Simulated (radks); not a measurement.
Results of a calculation; reference values are marked as such.
Excited configurations of Zr I: one electron is placed in a higher orbital outside [Kr] 4d2 5s1. The ground configuration is [Kr] 4d2 5s2. Level of theory: Dirac Kohn-Sham, PBE, spin-unpolarised, spherical densities, finite nucleus; open shells fill j = l - 1/2 first; Fermi nuclear charge, rms radius 4.2694 fm (a radial shooting solver on a logarithmic mesh with Libxc functionals). Excitation = E - E(ground); binding = E(ion) - E, where the ion is the core of charge +1; n* = 1/sqrt(2 binding) in atomic units, and the quantum defect is n - n*.

outer orbital  excitation (eV)  binding (eV)     n*  quantum defect  eigenvalue (eV)  <r> (bohr)
5f5/2                    6.475         0.647  4.585           0.415           -0.367       28.46
6s1/2                    4.826         2.297  2.434           3.566           -1.356       9.447
6p1/2                    5.411         1.712  2.819           3.181           -0.982       11.87
7p1/2                    6.126         0.996  3.695           3.305           -0.615       21.38

Estimate the row for 6d3/2.

Answer. excitation (eV) 6.131; binding (eV) 0.991; n* 3.705; quantum defect 2.295; eigenvalue (eV) -0.559; <r> (bohr) 19.69. The Delta-SCF ionisation energy is 7.123 eV (NIST Atomic Spectra Database: 6.634 eV, measured). Self-interaction in the functional shifts the binding energies and quantum defects, so they are the method's values and not measured ones. Spin polarisation and multiplet splitting are left out, so open shells lie too high by an amount that depends on their filling.

Beside tabulated values, note that spin-unpolarised runs miss the spin-polarisation part of the exchange energy of open shells.
